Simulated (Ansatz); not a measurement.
`O[BH][AlH][F]` + CH₄ → `[CH3][AlH][BH]O` + H–F  (formal exchange of groups at the Al–F bond)

Gas-phase electronic energies from Ansatz, PBE0-D4/def2-TZVP geometries. CBS: MP2 limit from def2 TZ/QZ plus the TZ coupled-cluster correction, frozen cores. This one scheme is used for every species. DFT in def2-TZVPP. One conformer a species, not always the lowest.

| level | ΔE (kJ/mol) | difference from CCSD(T)/CBS |
| --- | --- | --- |
| LDA (SPW92) | 193.9 | -9.5 |
| revPBE-D4 | 195.4 | -8.0 |
| B97M-V | 214.0 | 10.6 |
| PBE0-D4 | 197.5 | -5.9 |
| CAM-B3LYP-D4 | 215.4 | 12.0 |
| B2PLYP | 214.7 | 11.3 |
| PBE | 200.0 | -3.4 |
| r2SCAN | 209.3 | 5.9 |
| HF/def2-QZVPP | 227.1 | 23.7 |
| SCS-MP2/def2-QZVPP | 211.1 | 7.7 |
| CCSD(T)/CBS | 203.4 | 0 |

Largest T1 diagnostic among the species: 0.014.

The D4 term adds −4.8 kJ/mol with B3LYP and −2.7 kJ/mol with PBE0; it sums over pairs of atoms, weighted by their polarisabilities, and B3LYP, whose exchange is more repulsive, gets the larger term. At CCSD(T), def2-SVP lies +16.3 kJ/mol from the extrapolated value and def2-TZVPP +0.1 kJ/mol.

B3LYP here is the variant with VWN-RPA as its local correlation; programs differ in this.
